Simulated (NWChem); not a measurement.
# GeH₄; SMILES [GeH4]

All runs: NWChem. Medium grid unless said otherwise, to which SCAN and Minnesota functionals are sensitive. Coordinates come from a PBE0/def2-SVP optimisation. Hybrids' shares of exact exchange are those that their runs print; pure functionals count as 0. The functionals differ in more than this share.

| row | share of exact exchange | orbital gap (eV) |
|---|---|---|
| PBE/def2-SVP | 0.00 | 9.01 |
| r2SCAN/def2-SVP | 0.00 | 9.77 |
| B3LYP/def2-SVP | 0.20 | 10.71 |
| B97-2/def2-SVP | 0.21 | 10.92 |
| r2SCAN0/def2-SVP | 0.25 | 11.65 |
| BHandHLYP/def2-SVP | 0.50 | withheld |

### Question
Fit a straight line of the last column on the one before it, predict the withheld value, and compare with the run.

### Answer

1. Means of the 5 shown rows: x = 0.132, y = 10.412. Slope Σ(x − x̄)(y − ȳ)/Σ(x − x̄)² = 0.4758/0.05948 = 7.999; intercept 9.356.
2. The shown rows scatter about the line by 0.301 (root mean square); the largest residual is +0.41, at r2SCAN/def2-SVP.
3. At x = 0.50 (BHandHLYP/def2-SVP; beyond the shown range) the line gives 13.36.
4. The run gives 13.26, -0.10 from the line, 0.3 times the scatter.
